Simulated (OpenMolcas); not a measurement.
## Ionisation energies of silicon

```
Program             : OpenMolcas
Basis               : ANO-RCC-VDZP [4s3p1d]
Scalar Hamiltonian  : DKH2, point nucleus
Spin-orbit coupling : RASSI with atomic mean-field integrals over the reference wave functions, term energies averaged over their components
```

Active shells in each charge state: the valence s, p shells, with orbitals averaged over the low states. Where CASPT2's correlated closed shells are named, they are those of the first ion.

A. CASSCF
B. SS-CASPT2, IPEA 0.25 Eh, imaginary shift 0.1 Eh (closed shells correlated: 2s 2p)
C. SS-CASPT2, IPEA 0.25 Eh, imaginary shift 0.1 Eh (closed shells correlated: none)
D. SS-CASPT2, IPEA 0 Eh, imaginary shift 0.1 Eh (closed shells correlated: 2s 2p)

Energies in eV between the lowest computed levels, named as in B; reference values from the NIST Atomic Spectra Database with their kind.

| From | To | A | B | C | D | Spin-orbit share in B | Reference |
| --- | --- | --- | --- | --- | --- | --- | --- |
| Si 3s² 3p² ³P₀ | Si+ 3s² 3p ²P°_1/2 | 7.279 | 7.791 | 7.788 | 7.909 | -0.005 | 8.152 (measured) |
| Si+ 3s² 3p ²P°_1/2 | Si2+ 3s² ¹S₀ | 15.252 | 15.856 | 15.855 | 15.989 | +0.021 | 16.346 (measured) |
| Si2+ 3s² ¹S₀ | Si3+ 3s ²S_1/2 | 33.248 | 33.282 | 33.278 | 33.283 | +0.000 | 33.493 (measured) |
| Si3+ 3s ²S_1/2 | Si4+ 2p⁶ ¹S₀ | 44.628 | 44.642 | 44.628 | 44.643 | +0.000 | 45.142 (measured) |

Steps that some method lacks are left out, and so are those with a state whose active s or d shell is doubly occupied in every root (s and p with five to eight electrons, d10) over a frozen core shell of the same l, since the two then mix freely.

Error against the reference values, in %:

| From | Reference | A | B | C | D |
| --- | --- | --- | --- | --- | --- |
| Si | measured | -10.7 | -4.4 | -4.5 | -3.0 |
| Si+ | measured | -6.7 | -3.0 | -3.0 | -2.2 |
| Si2+ | measured | -0.7 | -0.6 | -0.6 | -0.6 |
| Si3+ | measured | -1.1 | -1.1 | -1.1 | -1.1 |

Mean absolute error over the 4 measured values: A 0.68 eV, B 0.39 eV, C 0.40 eV, D 0.33 eV. D lies closest.

° marks odd parity.
